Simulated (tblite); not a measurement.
Isomers of C2H9FSSi2. Level: GFN2-xTB in tblite, geometry and Hessian alike; calculated harmonic values, unscaled, isolated species. This tight-binding method is rough: wavenumbers can miss measured ones by several per cent, in bad cases by 10 to 20. Modes of hydrogen on silicon can be 10 to 20 % off. One conformer each.

Electronic energies: GFN2-xTB at the same geometries; isomer energies are rough at this level and their order can be wrong.

```json
{"SMILES": "CSC[SiH2][SiH2]F", "electronic energy, lowest = 0 (kcal/mol)": "16.3"}
{"SMILES": "C[SiH2][Si@@H](F)SC", "electronic energy, lowest = 0 (kcal/mol)": "0.0"}
{"SMILES": "CS[SiH2][C@H](F)[SiH3]", "electronic energy, lowest = 0 (kcal/mol)": "40.4"}
```

**Question.** How do GFN2-xTB zero-point energies change the relative energies?

**Answer.** 
| SMILES | ZPE (kcal/mol) | of it from modes above 1550 cm⁻¹ | electronic (kcal/mol) | with ZPE, lowest = 0 (kcal/mol) | lowest mode (cm⁻¹) | rings |
| --- | --- | --- | --- | --- | --- | --- |
| C[SiH2][Si@@H](F)SC | 64.4 | 35.6 | 0.0 | 0.0 | 10 | 0 |
| CSC[SiH2][SiH2]F | 62.7 | 34.2 | 16.3 | 14.5 | 29 | 0 |
| CS[SiH2][C@H](F)[SiH3] | 61.2 | 33.7 | 40.4 | 37.2 | 24 | 0 |

The zero-point energies span 3.2 kcal/mol, from `CS[SiH2][C@H](F)[SiH3]` to `C[SiH2][Si@@H](F)SC`. The order is unchanged.
